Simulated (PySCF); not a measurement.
# Two-component Hartree-Fock for Nb³⁺ (niobium, charge +3)

Start: [Kr] 4d2; 4d3/2 filled at m_j = +1/2, +3/2. Calculated with PySCF 2.14 in x2c-TZVPall-2c: generalised Hartree-Fock with the X2C-1e Hamiltonian and a Gaussian nucleus; one run each with spin-orbit coupling (SO) switched off, then screened by Boettger's factors.

```csv
spinor shell,electrons,"ε, spin-free (eV)","ε, screened SO (eV)",weight of nominal j (screened SO),"rms radius, screened SO (bohr)"
1s1/2,2,-19119.1,-19118.1,1.000,0.0415
2s1/2,2,-2775.4,-2775.1,1.000,0.171
2p1/2,2,-2475.3,-2541.4,1.000,0.149
2p3/2,4,-2475.3,-2444.1,1.000,0.154
3s1/2,2,-521.30,-521.18,1.000,0.471
3p1/2,2,-420.42,-431.59,1.000,0.471
3p3/2,4,-420.42,-415.07,1.000,0.481
3d3/2,4,-255.40,-257.37,0.991,0.471
3d5/2,6,-255.40,-253.94,0.994,0.475
4s1/2,2,-103.33,-103.28,1.000,1.23
4p1/2,2,-73.482,-77.022,0.775,1.36
4p3/2,4,-73.482,-71.697,0.888,1.37
4d3/2,2,-37.325,-37.376,0.800,1.84
```

| quantity | spin-free | screened SO |
| --- | --- | --- |
| E (hartree) | -3815.43275 | -3815.84486 |
| M_J | 2 | 2 |
| ⟨J²⟩ | 8.007 | 7.281 |
| ⟨L²⟩ | 12.006 | 11.918 |
| ⟨S²⟩ | 2.001 | 1.974 |

The determinant has a definite M_J but mixes levels of different J.

Each row is a mean over spinors that exchange with the open shell spreads, by up to 3.397 eV (4p1/2).

Rows whose weight is well below 1 are mixtures of j = l ± 1/2: exchange outweighs spin-orbit coupling there, and the label is only the starting occupation.

Breit and QED terms are absent; they matter most for the inner s and p1/2 levels.

Densities and radii are taken from the X2C orbitals without a picture-change correction, which distorts them close to the nucleus.

Without spin-orbit coupling the j labels of p, d and f shells carry no meaning; the spin-free column gives the mean over the occupied spinors of each nl shell, and its ⟨J²⟩ belongs to a mixture of degenerate components.
